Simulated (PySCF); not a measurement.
# [CeF4]− at several levels of theory

Computed with PySCF 2.14.0 (density fitting, no spin-orbit coupling) at the geometry relaxed with BP86:

```xyz
5
[CeF4]− (singlet in the valence; each metal's 4f electrons, 1 of them, lie in its core potential, out of spins and levels)
Ce    0.0000    0.0000    0.0000
F     1.2640    1.2640    1.2640
F    -1.2640   -1.2640    1.2640
F     1.2640   -1.2640   -1.2640
F    -1.2640    1.2640   -1.2640
```

| level | basis | state | HOMO (eV) | gap (eV) | charge on Ce1 (e) | population of f-type functions on Ce1 (polarisation alone where 4f lies in the core) | dipole about the centre of mass (D) | largest force component (eV/Å) |
| --- | --- | --- | --- | --- | --- | --- | --- | --- |
| BP86 | Ce lcecp-1-SVP with ECP47, F def2-SVP | singlet | -2.82 | 5.97 | 0.89 | 0.10 | 0.00 | 0.00 |
| CAM-B3LYP | the same | singlet | -6.15 | 10.13 | 1.10 | 0.10 | 0.00 | 0.11 |
| BP86 | Ce lcecp-1-TZVP with ECP47, F def2-TZVP | singlet | -3.27 | 6.35 | 1.46 | 0.13 | 0.00 | 0.18 |

In the lcecp rows the 4f levels are missing from HOMO and gap, and the state counts the valence alone.

Charges are Mulliken's, which hang on the basis. The relaxation used the grid (50, 194), these runs (75, 302) or, all-electron (x2c bases, spin-free X2C Hamiltonian), (99, 590).

(1) A further run in the first row's basis gives HOMO (eV) -2.81, gap (eV) 5.97, charge on Ce1 (e) 0.98, population of f-type functions on Ce1 (polarisation alone where 4f lies in the core) 0.10, dipole about the centre of mass (D) 0.00, largest force component (eV/Å) 0.01. Which level was it?
A. r2SCAN
B. PBE0
C. TPSS

An lcecp potential fixes the number of 4f electrons, so in runs with it no electron can move into or out of that shell.

Answers

(1) C. The others give HOMO -3.17 eV (r2SCAN); -4.67 eV (PBE0).
